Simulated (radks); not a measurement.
Spherical quantum dot in the effective-mass picture: electrons in a hard-walled sphere of radius 1.31, with a point charge +1 (a donor) at the centre, all in effective atomic units (hartree* = m*/eps^2 hartree, bohr* = eps/m* bohr), one dielectric constant everywhere. Method: non-relativistic Kohn-Sham, r2SCAN, spin-polarised, spherical densities, generalised Kohn-Sham scheme; computed with a radial shooting solver with Libxc functionals. Levels are named by radial order and angular momentum (1s, 1p, 1d, 2s, ...), and open shells are averaged over m.

N = 6, configuration 1s2 1p(up 3, down 1). This is the lowest configuration that the search found. Occupied and some empty levels:

| level | occupation | eigenvalue (hartree*) | <r> (bohr*) |
|---|---|---|---|
| 1s up | 1 | 7.2206 | 0.6573 |
| 1s down | 1 | 7.4186 | 0.6517 |
| 1p up | 3 | 10.270 | 0.7873 |
| 1p down | 1 | 10.552 | 0.7870 |
| 1d up | 0 | 14.045 | 0.8572 |
| 1d down | 0 | 14.367 | 0.8577 |
| 2s up | 0 | 15.519 | 0.6374 |
| 2s down | 0 | 15.699 | 0.6395 |
| 1f up | 0 | 18.624 | 0.9050 |
| 1f down | 0 | 18.987 | 0.9055 |

Energy (hartree*): total 36.2756, kinetic 29.378, external -9.3648, Hartree 21.675, exchange-correlation -5.4125.
